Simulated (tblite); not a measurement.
Species: C4H6NOS (doublet state).
SMILES with atom numbers: `[CH3:1]/[N:2]=[CH:3]/[C:4](=[O:5])[CH2:6][S:7]` (hydrogens: H8, H9, H10 on C1; H11 on C3; H12, H13 on C6)

Computed geometry: GFN2-xTB, gas phase. This method treats the open shell by occupation alone, without spin polarisation.

Problem. Give the optimised bond lengths and angles.

Solution. 
| bond | length (Å) | order |
| --- | --- | --- |
| C1–N2 | 1.421 | single |
| N2=C3 | 1.257 | double |
| C3–C4 | 1.490 | single |
| C4=O5 | 1.202 | double |
| C4–C6 | 1.516 | single |
| C6–S7 | 1.789 | single |
| C1–H8, C1–H9, C1–H10 | 1.093 | single |
| C3–H11 | 1.098 | single |
| C6–H12, C6–H13 | 1.092 | single |

Bonds in one row agree within 0.01 Å and their mean is given. Orders are formal, as drawn. A selection of angles:
| angle | degrees |
| --- | --- |
| N2–C1–H8 | 114.0 |
| N2–C1–H9 | 107.8 |
| H8–C1–H9 | 109.9 |
| H9–C1–H10 | 107.2 |
| C1–N2–C3 | 121.4 |
| N2–C3–C4 | 121.3 |
| N2–C3–H11 | 124.2 |
| C4–C3–H11 | 114.5 |
| C3–C4–O5 | 121.5 |
| C3–C4–C6 | 113.5 |
| O5–C4–C6 | 125.0 |
| C4–C6–S7 | 114.1 |
| C4–C6–H12 | 108.0 |
| C4–C6–H13 | 108.8 |
| S7–C6–H12 | 108.5 |
| H12–C6–H13 | 107.9 |

Torsions: C1–N2–C3–C4 180° (antiperiplanar); N2–C3–C4–O5 176° (antiperiplanar); C3–C4–C6–S7 172° (antiperiplanar). The mirror-image conformer, all signs reversed, is as good.

The 2 C–C bonds span 1.490 Å (C3–C4, drawn single) to 1.516 Å (C4–C6, drawn single), a spread of 0.026 Å. C3 (carbon bonded to C, N and H) is planar (angles 124.2°, 121.3° and 114.5°, sum 360.0°, 0.00 Å off the plane of its three neighbours). C4 (carbon bonded to 2 C and O) is planar (angles 125.0°, 121.5° and 113.5°, sum 360.0°, 0.00 Å off the plane of its three neighbours). The C–N distances run from 1.257 Å (N2=C3, drawn double) to 1.421 Å (C1–N2, drawn single), a spread of 0.164 Å. Of the pairs four or more bonds apart, N2···H13 is among the closest relative to their van der Waals radii: 2.55 Å, 93 % of the sum of Bondi's values.

Point group: C1 (no symmetry element, even within 0.4 Å). GFN2-xTB frequencies show an imaginary mode (27i cm⁻¹), so the point is no minimum at that level. 3 starts were optimised and ended at 0.00, 0.02 and 0.09 kcal/mol (GFN2-xTB); the lowest of these is shown.
